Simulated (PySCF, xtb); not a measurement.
B(CCH)(Cl)(H) (C₂H₂BCl), SMILES ClBC#C.

Geometry optimised at B3LYP-D3(BJ)/def2-SVP.

Method: C-PCM-M06-2X/def2-SVP in PySCF.

The values are the electrostatic part of the solvation free energy, E(continuum) − E(gas) at the gas-phase geometry, in a cavity of scaled van der Waals radii (PySCF's table); cavitation and dispersion terms are not included. In vacuum the orbital gap is 8.34 eV. The dipole moment in vacuum is 1.49 D.

Computed values in water (ε = 78.36), chloroform (ε = 4.71), tetrahydrofuran (ε = 7.43):
| solvent | ε | ΔG(elec) (kcal/mol) | dipole (D) | gap (eV) |
|---|---|---|---|---|
| water | 78.36 | -2.6 | 1.91 | 8.38 |
| chloroform | 4.71 | -2.0 | 1.81 | 8.37 |
| tetrahydrofuran | 7.43 | -2.2 | 1.85 | 8.38 |

For comparison, GFN2-xTB/ALPB(water) (xtb, at the GFN2-xTB geometry, all terms of that model) gives -1.7 kcal/mol.
